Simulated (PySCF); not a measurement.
**Spinor energies of K (potassium, neutral)**

Start: [Ar] 4p1; 4p3/2 filled at m_j = +3/2. Calculated with PySCF 2.14 in x2c-TZVPall-2c (6s6p3d, 39 functions): generalised Hartree-Fock with the X2C-1e Hamiltonian and a Gaussian nucleus; one run each with spin-orbit coupling (SO) switched off, then screened by Boettger's factors. This is a chosen level, not necessarily the ground level.

```
spinor shell  electrons  ε, spin-free (eV)  ε, screened SO (eV)  weight of nominal j (screened SO)  rms radius, screened SO (bohr)
       1s1/2          2            -3650.2              -3650.2                              1.000                          0.0937
       2s1/2          2            -397.58              -397.58                              1.000                           0.418
       2p1/2          2            -313.87              -315.87                              1.000                           0.386
       2p3/2          4            -313.87              -312.87                              1.000                           0.388
       3s1/2          2            -48.252              -48.253                              1.000                            1.37
       3p1/2          2            -26.325              -26.509                              0.979                            1.55
       3p3/2          4            -26.325              -26.236                              0.989                            1.56
       4p3/2          1             -2.245               -2.241                              1.000                            5.66
```

```tsv
quantity	spin-free	screened SO
E (hartree)	-601.38330	-601.38549
M_J	3/2	3/2
⟨J²⟩	3.750	3.750
⟨L²⟩	2.000	2.000
⟨S²⟩	0.750	0.750
```

Without spin-orbit coupling the j labels of p, d and f shells carry no meaning; the spin-free column gives the mean over the occupied spinors of each nl shell.
